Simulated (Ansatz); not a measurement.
Input file for Ansatz (a quantum-chemistry and plane-wave program): R-SVWN5/def2-TZVPP on GeH4SSe (SMILES S[Se][GeH3]), a point of a torsion scan.

Ansatz 0.2 input:
```yaml
crystal:
  periodic: [false, false, false]
  atoms:
    - {symbol: S, position_ang: [2.30360921, 0.53016664, 0.16078542]}
    - {symbol: Se, position_ang: [0.90589421, -0.89906233, 1.04872882]}
    - {symbol: Ge, position_ang: [-1.14508169, -0.02522598, 0.29059788]}
    - {symbol: H, position_ang: [2.65261237, -0.20397150, -0.89797784]}
    - {symbol: H, position_ang: [-1.88380398, -1.03031995, -0.54772420]}
    - {symbol: H, position_ang: [-2.02709856, 0.34766902, 1.44575403]}
    - {symbol: H, position_ang: [-0.86208120, 1.19234443, -0.53653530]}
basis:
  gaussian:
    orbitals: def2-TZVPP
hamiltonian:
  xc: {name: SVWN5}
scf: {lower_state_search: off}
```

The head of its log:

```
WARN ansatz: RAYON_NUM_THREADS=1 ignored (pool sized by the plan → 1); use --threads N
Functional definition: SVWN5
these checks for a lower state are left out or cut short: stability, starts, cluster_reference, orbital_swaps, neighbouring_geometries, increment
integrals: 0.13 GiB planned
1265 factors; their error is unknown
mean field: 0.77 GiB planned
mean field evaluation 1: about -132551.6032 eV, gradient 3.4e1 eV
mean field evaluation 2: about -132551.5190 eV, gradient 3.8e1 eV
```

Task: What total energy does the run end on?

Result: -4871.2375 hartree.
